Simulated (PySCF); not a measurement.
## From a raw peak list to a structure

Formula C₆H₅NO₂. The spectrum was simulated from the full spin Hamiltonian at 500 MHz with 1.2 Hz Lorentzian lines, from shifts rounded to 0.01 ppm and J to 0.1 Hz, couplings under 1 Hz left out. Exchangeable protons (1H) are left uncoupled and out of the list.

Maxima in ppm (height), grouped by integral:
1H: 8.887 (86), 8.884 (88), 8.876 (88), 8.873 (87)
1H: 8.480 (94), 8.478 (94), 8.462 (100), 8.460 (100)
1H: 7.929 (43), 7.926 (44), 7.912 (76), 7.909 (76), 7.894 (44), 7.891 (43)
1H: 7.384 (52), 7.383 (52), 7.374 (54), 7.372 (55), 7.368 (53), 7.366 (51), 7.357 (48), 7.355 (48)

[PySCF: PBE0-D3(BJ)/def2-SVP geometry; shielding tensors at PBE0/pcSseg-1 (GIAO); J couplings at B3LYP/pcJ-1 (without the spin–dipole term); relativity neglected; single conformer; no solvent model]

Chemical shifts δ = σref − σ; TMS for $^{1}$H (31.27 ppm), all at this level.

(1) Analyse the multiplets.

(2) What is the compound?

## Answers

(1) $^{1}$H NMR (500 MHz, computed): δ 8.88 (dd, J = 5.3, 1.6 Hz, 1H), 8.47 (dd, J = 8.8, 1.0 Hz, 1H), 7.91 (td, J = 8.6, 1.6 Hz, 1H), 7.37 (ddd, J = 8.3, 5.3, 1.0 Hz, 1H), 6.05 (br s, 1H). These are first-order names from the parameters used; overlap and second-order distortion can hide them in the list.

(2) `O=C(O)c1ccccn1`.

Numbering as in the mapped SMILES `[O:1]=[C:2]([OH:3])[c:4]1[cH:5][cH:6][cH:7][cH:8][n:9]1`. Each H is labelled by its parent atom.

- δ 8.88: H(C8), hydrogen on an aromatic CH next to a ring nitrogen, coupled to H(C7) (5.3 Hz), H(C6) (1.6 Hz).
- δ 8.47: H(C5), hydrogen on an aromatic CH, coupled to H(C6) (8.8 Hz), H(C7) (1.0 Hz).
- δ 7.91: H(C6), hydrogen on an aromatic CH, coupled to H(C5) and H(C7) (8.6 Hz), H(C8) (1.6 Hz).
- δ 7.37: H(C7), hydrogen on an aromatic CH, coupled to H(C6) (8.3 Hz), H(C8) (5.3 Hz), H(C5) (1.0 Hz).
- δ 6.05: H(O3), hydrogen on an acid hydroxyl oxygen.

This is the structure that produced the data.

Exchangeable OH/NH protons stand at their gas-phase positions; hydrogen bonding in a real sample shifts them, mostly to higher δ. Multiplet labels drop couplings under 1 Hz and merge nearly equal ones. Unscaled 3J(H,H) at this level run about 10 % above measured values.
